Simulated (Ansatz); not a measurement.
Molecule: sum formula H4Si2OF, net charge 0, doublet state. It need not be the lowest isomer of its formula. SMILES: [SiH2]O[SiH2]F
Coordinates optimised at B3LYP-D3(BJ)/def2-TZVP (Ansatz, a first-principles code):
```
O
Si 1 1.6228
F 2 1.6005 1 109.46
Si 1 1.6471 2 150.83 3 -45.73
H 2 1.4709 3 107.79 1 118.24
H 2 1.4739 5 113.28 3 -118.45
H 4 1.4865 1 107.46 2 -160.00
H 4 1.4901 7 110.53 1 -119.43
```
Charge 0, spin multiplicity 2.

Atomisation energy built up term by term with Ansatz (kcal/mol; UHF references for open shells; valence terms freeze the core; atomic spin-orbit terms are left out). CBS marks a two-point X^-3 extrapolation of the correlation energy; Hartree-Fock from the larger set.

```tsv
term	basis	kcal/mol
Hartree-Fock	aug-cc-pV(Q+d)Z	___
CCSD correlation	CBS(aug-cc-pV(T+d)Z,aug-cc-pV(Q+d)Z)	155.28
(T)	CBS(aug-cc-pV(T+d)Z,aug-cc-pV(Q+d)Z)	___
core correlation	cc-pwCVTZ	-0.06
scalar relativity (X2C)	cc-pVTZ-DK against cc-pVTZ	-1.96
sum: De		___
```

Question: Fill in the missing entries.

Answer: 
- Hartree-Fock, kcal/mol: 503.81
- (T), kcal/mol: 8.58
- sum: De, kcal/mol: 665.7
